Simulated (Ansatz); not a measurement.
Relaxation of `C[Si](C)(C)O[Si](C)(C)O[Si](C)(C)O[Si](C)(C)O[Si](C)(C)O[Si](C)(C)C` with RKS PBE-D4/def2-SVP.

```sh
$ ansatz run in.yaml --threads 2 --pin off --events-out ev --progress --plain --max-ram 32768MiB --backend cuda --devices 0, --max-vram 18GiB
```

```yaml
crystal:
  periodic: [false, false, false]
  atoms:
    - {symbol: C, position_ang: [-3.521340, 2.296330, -1.290550]}
    - {symbol: Si, position_ang: [-4.486270, 1.258460, -0.018340]}
    - {symbol: C, position_ang: [-4.594900, 2.145820, 1.666640]}
    - {symbol: C, position_ang: [-6.235790, 0.847530, -0.656920]}
    - {symbol: O, position_ang: [-3.680500, -0.143580, 0.215320]}
    - {symbol: Si, position_ang: [-3.303100, -1.708720, 0.434980]}
    - {symbol: C, position_ang: [-2.990170, -1.973500, 2.290700]}
    - {symbol: C, position_ang: [-4.680770, -2.800640, -0.285700]}
    - {symbol: O, position_ang: [-1.953900, -2.042930, -0.402420]}
    - {symbol: Si, position_ang: [-0.499120, -1.779210, -1.084300]}
    - {symbol: C, position_ang: [-0.727920, -0.989230, -2.794450]}
    - {symbol: C, position_ang: [0.408210, -3.447480, -1.104100]}
    - {symbol: O, position_ang: [0.354140, -0.735350, -0.176040]}
    - {symbol: Si, position_ang: [0.631300, 0.099280, 1.191550]}
    - {symbol: C, position_ang: [-0.770530, 1.337650, 1.506400]}
    - {symbol: C, position_ang: [0.938570, -1.101350, 2.634470]}
    - {symbol: O, position_ang: [1.998230, 0.922500, 0.908150]}
    - {symbol: Si, position_ang: [3.326030, 1.847510, 0.778570]}
    - {symbol: C, position_ang: [4.027430, 2.086650, 2.524640]}
    - {symbol: C, position_ang: [2.868100, 3.466000, -0.102450]}
    - {symbol: O, position_ang: [4.437000, 1.068020, -0.112410]}
    - {symbol: Si, position_ang: [4.861710, -0.112030, -1.168670]}
    - {symbol: C, position_ang: [5.764870, -1.462350, -0.167360]}
    - {symbol: C, position_ang: [6.032530, 0.707150, -2.431680]}
    - {symbol: C, position_ang: [3.312370, -0.784400, -2.038240]}
    - {symbol: H, position_ang: [-3.303370, 1.719580, -2.184020]}
    - {symbol: H, position_ang: [-2.574670, 2.638980, -0.885560]}
    - {symbol: H, position_ang: [-4.086070, 3.173290, -1.593000]}
    - {symbol: H, position_ang: [-3.606610, 2.383110, 2.047600]}
    - {symbol: H, position_ang: [-5.087520, 1.521600, 2.406760]}
    - {symbol: H, position_ang: [-5.152250, 3.074860, 1.593990]}
    - {symbol: H, position_ang: [-6.765970, 0.216700, 0.050960]}
    - {symbol: H, position_ang: [-6.196600, 0.312180, -1.601100]}
    - {symbol: H, position_ang: [-6.830770, 1.742850, -0.810040]}
    - {symbol: H, position_ang: [-2.247660, -1.268350, 2.652660]}
    - {symbol: H, position_ang: [-2.622160, -2.973690, 2.497780]}
    - {symbol: H, position_ang: [-3.894140, -1.829530, 2.874630]}
    - {symbol: H, position_ang: [-4.458960, -3.856790, -0.172330]}
    - {symbol: H, position_ang: [-5.631120, -2.609820, 0.202730]}
    - {symbol: H, position_ang: [-4.812280, -2.602720, -1.345410]}
    - {symbol: H, position_ang: [-1.191470, -0.011840, -2.700650]}
    - {symbol: H, position_ang: [0.223870, -0.859170, -3.299350]}
    - {symbol: H, position_ang: [-1.363720, -1.595670, -3.431640]}
    - {symbol: H, position_ang: [1.398690, -3.349790, -1.535070]}
    - {symbol: H, position_ang: [0.524780, -3.838220, -0.098230]}
    - {symbol: H, position_ang: [-0.132530, -4.188120, -1.683230]}
    - {symbol: H, position_ang: [-1.733610, 0.885450, 1.296700]}
    - {symbol: H, position_ang: [-0.662980, 2.209100, 0.866710]}
    - {symbol: H, position_ang: [-0.776650, 1.687610, 2.534700]}
    - {symbol: H, position_ang: [1.060160, -0.568130, 3.572730]}
    - {symbol: H, position_ang: [0.119890, -1.804150, 2.754760]}
    - {symbol: H, position_ang: [1.846510, -1.673660, 2.464350]}
    - {symbol: H, position_ang: [4.949550, 2.657140, 2.516730]}
    - {symbol: H, position_ang: [3.315940, 2.611050, 3.153990]}
    - {symbol: H, position_ang: [4.233320, 1.125880, 2.985910]}
    - {symbol: H, position_ang: [3.744900, 4.079490, -0.281420]}
    - {symbol: H, position_ang: [2.402060, 3.264410, -1.061920]}
    - {symbol: H, position_ang: [2.170280, 4.053490, 0.484720]}
    - {symbol: H, position_ang: [6.169260, -2.238150, -0.810260]}
    - {symbol: H, position_ang: [6.591420, -1.045280, 0.401280]}
    - {symbol: H, position_ang: [5.090580, -1.939470, 0.537930]}
    - {symbol: H, position_ang: [6.360340, -0.012770, -3.174800]}
    - {symbol: H, position_ang: [5.541330, 1.522220, -2.954770]}
    - {symbol: H, position_ang: [6.916600, 1.115930, -1.952970]}
    - {symbol: H, position_ang: [3.488110, -1.729410, -2.542110]}
    - {symbol: H, position_ang: [2.951790, -0.080900, -2.782040]}
    - {symbol: H, position_ang: [2.515540, -0.921420, -1.315490]}
basis:
  gaussian: {orbitals: def2-SVP, fitting: {mean_field: def2-universal-jkfit}}
hamiltonian: {xc: pbe, dispersion: d4}
scf: {lower_state_search: "off"}
output: {orbitals: {seedname: orbitals}}
relax: {f_tol: 0.03, max_steps: 70}
```

Hardware: 2 threads of AMD EPYC 7R13 on a shared host and a share (18 GiB) of an NVIDIA H100 80GB HBM3. Wall time 2.5 min, peak host memory 1.1 GiB.

Positions (Å) and forces (eV/Å) at steps 1, 2, 3 of 23:

```xyz
67
step=1 energy=-72632.9268 eV
C    -3.521    2.296   -1.291   -0.552   -0.517    0.715
Si   -4.486    1.258   -0.018   -0.850    1.349   -0.155
C    -4.595    2.146    1.667    0.042   -0.422   -0.964
C    -6.236    0.848   -0.657    0.961    0.237    0.322
O    -3.680   -0.144    0.215    0.374    0.127    0.002
Si   -3.303   -1.709    0.435   -1.101   -1.248    0.939
C    -2.990   -1.974    2.291   -0.185    0.053   -1.048
C    -4.681   -2.801   -0.286    0.711    0.627    0.546
O    -1.954   -2.043   -0.402   -0.020   -0.529   -0.113
Si   -0.499   -1.779   -1.084    0.583   -0.944   -1.676
C    -0.728   -0.989   -2.794    0.115   -0.552    0.933
C     0.408   -3.447   -1.104   -0.485    0.989   -0.114
O     0.354   -0.735   -0.176    0.351    0.131   -0.318
Si    0.631    0.099    1.192   -0.741    0.178    1.605
C    -0.771    1.338    1.506    0.711   -0.736   -0.071
C     0.939   -1.101    2.634   -0.255    0.680   -0.807
O     1.998    0.922    0.908    0.007   -0.002   -0.004
Si    3.326    1.848    0.779    0.258    1.635    0.806
C     4.027    2.087    2.525   -0.403    0.007   -1.016
C     2.868    3.466   -0.102    0.274   -0.871    0.594
O     4.437    1.068   -0.112    0.531    0.304    0.088
Si    4.862   -0.112   -1.169    0.655   -0.905   -0.969
C     5.765   -1.462   -0.167   -0.513    0.687   -0.632
C     6.033    0.707   -2.432   -0.615   -0.581    0.683
C     3.312   -0.784   -2.038    0.800    0.302    0.469
H    -3.303    1.720   -2.184    0.105   -0.500   -0.651
H    -2.575    2.639   -0.886    0.702    0.214    0.367
H    -4.086    3.173   -1.593   -0.449    0.645   -0.198
H    -3.607    2.383    2.048    0.763    0.159    0.224
H    -5.088    1.522    2.407   -0.387   -0.508    0.478
H    -5.152    3.075    1.594   -0.429    0.694   -0.091
H    -6.766    0.217    0.051   -0.349   -0.450    0.564
H    -6.197    0.312   -1.601    0.093   -0.384   -0.705
H    -6.831    1.743   -0.810   -0.408    0.698   -0.099
H    -2.248   -1.268    2.653    0.516    0.534    0.210
H    -2.622   -2.974    2.498    0.274   -0.759    0.097
H    -3.894   -1.830    2.875   -0.698    0.143    0.376
H    -4.459   -3.857   -0.172    0.232   -0.783    0.108
H    -5.631   -2.610    0.203   -0.714    0.167    0.397
H    -4.812   -2.603   -1.345   -0.015    0.205   -0.768
H    -1.191   -0.012   -2.701   -0.341    0.724    0.162
H     0.224   -0.859   -3.299    0.745    0.087   -0.322
H    -1.364   -1.596   -3.432   -0.474   -0.498   -0.447
H     1.399   -3.350   -1.535    0.761    0.124   -0.341
H     0.525   -3.838   -0.098    0.031   -0.206    0.796
H    -0.133   -4.188   -1.683   -0.467   -0.537   -0.461
H    -1.734    0.885    1.297   -0.684   -0.327   -0.142
H    -0.663    2.209    0.867    0.135    0.559   -0.527
H    -0.777    1.688    2.535    0.041    0.219    0.759
H     1.060   -0.568    3.573    0.078    0.437    0.668
H     0.120   -1.804    2.755   -0.624   -0.502    0.074
H     1.847   -1.674    2.464    0.641   -0.382   -0.211
H     4.950    2.657    2.517    0.719    0.446   -0.041
H     3.316    2.611    3.154   -0.561    0.412    0.480
H     4.233    1.126    2.986    0.134   -0.752    0.270
H     3.745    4.079   -0.281    0.702    0.429   -0.123
H     2.402    3.264   -1.062   -0.329   -0.240   -0.706
H     2.170    4.053    0.485   -0.556    0.427    0.489
H     6.169   -2.238   -0.810    0.282   -0.582   -0.526
H     6.591   -1.045    0.401    0.564    0.393    0.371
H     5.091   -1.939    0.538   -0.551   -0.320    0.505
H     6.360   -0.013   -3.175    0.264   -0.560   -0.589
H     5.541    1.522   -2.955   -0.454    0.570   -0.346
H     6.917    1.116   -1.953    0.649    0.267    0.434
H     3.488   -1.729   -2.542    0.211   -0.720   -0.356
H     2.952   -0.081   -2.782   -0.234    0.589   -0.548
H     2.516   -0.921   -1.315   -0.570   -0.128    0.556
67
step=2 energy=-72633.5809 eV
C    -3.570    2.296   -1.284   -0.156   -0.207    0.236
Si   -4.537    1.268   -0.021   -0.481    0.808   -0.128
C    -4.645    2.171    1.642    0.017   -0.194   -0.329
C    -6.273    0.870   -0.670    0.343    0.056    0.124
O    -3.727   -0.152    0.216    0.254    0.075    0.024
Si   -3.351   -1.736    0.436   -0.630   -0.674    0.589
C    -3.050   -2.014    2.279   -0.035    0.041   -0.374
C    -4.731   -2.822   -0.254    0.272    0.247    0.141
O    -1.981   -2.075   -0.401   -0.018   -0.342   -0.050
Si   -0.508   -1.807   -1.083    0.342   -0.481   -1.005
C    -0.734   -1.034   -2.787    0.015   -0.152    0.350
C     0.403   -3.457   -1.130   -0.181    0.351    0.023
O     0.355   -0.747   -0.166    0.186    0.072   -0.170
Si    0.649    0.105    1.211   -0.463    0.047    0.895
C    -0.751    1.324    1.542    0.263   -0.220   -0.063
C     0.933   -1.090    2.647   -0.033    0.233   -0.313
O     2.030    0.939    0.930   -0.028   -0.048    0.032
Si    3.370    1.876    0.799    0.132    0.998    0.448
C     4.072    2.143    2.530   -0.131   -0.068   -0.367
C     2.905    3.491   -0.058    0.079   -0.332    0.171
O     4.490    1.095   -0.112    0.344    0.194    0.033
Si    4.918   -0.091   -1.189    0.305   -0.697   -0.561
C     5.791   -1.463   -0.213   -0.177    0.277   -0.179
C     6.095    0.690   -2.452   -0.238   -0.160    0.280
C     3.377   -0.772   -2.051    0.219    0.167    0.154
H    -3.379    1.704   -2.195    0.028   -0.100   -0.176
H    -2.596    2.609   -0.871    0.174    0.043    0.067
H    -4.128    3.203   -1.573   -0.096    0.162   -0.046
H    -3.636    2.403    2.024    0.188    0.044    0.074
H    -5.154    1.538    2.388   -0.102   -0.105    0.152
H    -5.205    3.117    1.556   -0.108    0.173   -0.026
H    -6.815    0.236    0.052   -0.122   -0.116    0.127
H    -6.219    0.325   -1.627    0.005   -0.100   -0.177
H    -6.865    1.787   -0.831   -0.112    0.174   -0.030
H    -2.296   -1.299    2.647    0.134    0.126    0.092
H    -2.682   -3.034    2.481    0.064   -0.189    0.027
H    -3.975   -1.861    2.861   -0.177    0.038    0.104
H    -4.494   -3.892   -0.135    0.054   -0.201    0.018
H    -5.693   -2.624    0.247   -0.169    0.046    0.098
H    -4.856   -2.616   -1.330   -0.040    0.019   -0.209
H    -1.215   -0.047   -2.681   -0.094    0.191    0.005
H     0.240   -0.890   -3.285    0.186    0.035   -0.081
H    -1.368   -1.661   -3.435   -0.112   -0.122   -0.112
H     1.408   -3.345   -1.569    0.186    0.039   -0.080
H     0.517   -3.848   -0.105    0.030   -0.096    0.197
H    -0.152   -4.204   -1.722   -0.117   -0.137   -0.110
H    -1.732    0.858    1.360   -0.183   -0.079   -0.033
H    -0.650    2.189    0.865   -0.012    0.150   -0.131
H    -0.727    1.697    2.581    0.027    0.069    0.169
H     1.076   -0.545    3.594    0.037    0.095    0.171
H     0.088   -1.787    2.774   -0.158   -0.116    0.019
H     1.843   -1.685    2.453    0.153   -0.128   -0.022
H     5.006    2.727    2.509    0.184    0.110   -0.013
H     3.348    2.672    3.171   -0.138    0.099    0.119
H     4.288    1.165    2.991    0.061   -0.180    0.117
H     3.795    4.116   -0.237    0.173    0.119   -0.037
H     2.436    3.273   -1.031   -0.086   -0.025   -0.195
H     2.189    4.076    0.544   -0.139    0.101    0.118
H     6.186   -2.252   -0.875    0.066   -0.135   -0.134
H     6.633   -1.042    0.362    0.167    0.059    0.120
H     5.093   -1.934    0.500   -0.122   -0.084    0.136
H     6.425   -0.044   -3.207    0.056   -0.143   -0.132
H     5.589    1.518   -2.976   -0.081    0.164   -0.112
H     6.990    1.098   -1.954    0.178    0.083    0.088
H     3.584   -1.716   -2.584    0.072   -0.160   -0.097
H     2.994   -0.043   -2.785   -0.103    0.127   -0.139
H     2.579   -0.951   -1.312   -0.150   -0.043    0.116
67
step=3 energy=-72633.7232 eV
C    -3.513    2.263   -1.289    0.008    0.092   -0.090
Si   -4.500    1.263   -0.040    0.212   -0.304    0.021
C    -4.650    2.161    1.606   -0.024    0.110    0.116
C    -6.213    0.836   -0.692   -0.159    0.018   -0.057
O    -3.626   -0.159    0.222   -0.146    0.225    0.006
Si   -3.354   -1.785    0.461    0.187    0.142   -0.144
C    -3.059   -2.064    2.287   -0.068   -0.096    0.168
C    -4.757   -2.799   -0.235   -0.217   -0.164   -0.038
O    -1.984   -2.217   -0.388    0.122    0.022   -0.003
Si   -0.519   -1.831   -1.111   -0.209    0.174    0.366
C    -0.835   -0.997   -2.746    0.017    0.071   -0.231
C     0.421   -3.435   -1.163    0.194   -0.267   -0.085
O     0.339   -0.739   -0.175   -0.058   -0.071   -0.030
Si    0.650    0.109    1.232    0.014   -0.009   -0.191
C    -0.727    1.341    1.522   -0.127    0.074    0.126
C     0.887   -1.098    2.642    0.042   -0.065    0.168
O     2.071    0.927    0.991    0.261    0.078   -0.028
Si    3.409    1.918    0.820   -0.069   -0.334   -0.148
C     4.128    2.181    2.522    0.075    0.080    0.196
C     2.873    3.480   -0.054   -0.040    0.174   -0.052
O     4.575    1.168   -0.117   -0.196    0.016    0.097
Si    4.933   -0.084   -1.192   -0.038    0.155    0.134
C     5.754   -1.465   -0.212    0.066   -0.132    0.032
C     6.127    0.651   -2.439    0.144    0.036   -0.176
C     3.366   -0.692   -2.033   -0.067   -0.106   -0.107
H    -3.350    1.678   -2.219   -0.027    0.016    0.031
H    -2.517    2.525   -0.878   -0.014   -0.013    0.002
H    -4.029    3.207   -1.564    0.016   -0.029    0.006
H    -3.655    2.421    2.022    0.012   -0.024   -0.031
H    -5.172    1.527    2.353   -0.005   -0.002   -0.012
H    -5.228    3.105    1.504    0.003   -0.030   -0.014
H    -6.776    0.216    0.037    0.025   -0.003    0.003
H    -6.171    0.276   -1.648    0.043   -0.012    0.001
H    -6.810    1.756   -0.872    0.035   -0.023    0.010
H    -2.273   -1.380    2.663    0.030    0.039    0.000
H    -2.732   -3.103    2.495   -0.003    0.004   -0.025
H    -3.979   -1.873    2.878    0.007    0.010   -0.018
H    -4.548   -3.885   -0.135    0.014    0.024    0.007
H    -5.723   -2.593    0.270    0.014    0.029    0.014
H    -4.886   -2.584   -1.315    0.009    0.021   -0.015
H    -1.376   -0.045   -2.563    0.006   -0.006   -0.018
H     0.118   -0.757   -3.263   -0.030    0.009    0.038
H    -1.449   -1.619   -3.428   -0.011   -0.018    0.022
H     1.430   -3.332   -1.610   -0.006    0.051    0.002
H     0.543   -3.800   -0.123    0.013   -0.027   -0.001
H    -0.128   -4.214   -1.732   -0.013    0.035    0.015
H    -1.716    0.851    1.447   -0.027   -0.043   -0.024
H    -0.696    2.140    0.756    0.039    0.026   -0.045
H    -0.655    1.820    2.520    0.053    0.010   -0.004
H     1.156   -0.572    3.581    0.012    0.021   -0.008
H    -0.026   -1.694    2.844   -0.009   -0.012   -0.050
H     1.710   -1.802    2.404   -0.003   -0.013   -0.016
H     5.067    2.771    2.497   -0.001   -0.004   -0.035
H     3.414    2.705    3.191   -0.011   -0.008   -0.024
H     4.358    1.197    2.976    0.013   -0.010    0.012
H     3.733    4.150   -0.260    0.001   -0.026    0.007
H     2.407    3.217   -1.025   -0.005    0.009   -0.012
H     2.129    4.051    0.538   -0.007   -0.021    0.007
H     6.126   -2.272   -0.878   -0.026    0.020    0.010
H     6.621   -1.078    0.362   -0.016    0.019   -0.011
H     5.049   -1.924    0.512   -0.017    0.018   -0.010
H     6.461   -0.095   -3.191   -0.015   -0.009    0.024
H     5.653    1.491   -2.989   -0.015   -0.012    0.020
H     7.032    1.052   -1.937   -0.010   -0.014    0.020
H     3.566   -1.600   -2.644    0.010    0.047    0.015
H     2.940    0.079   -2.708    0.018    0.024    0.006
H     2.586   -0.942   -1.289   -0.031    0.009    0.049
```

Single mean-field runs in def2-SVP are fitted with def2-universal-jkfit.
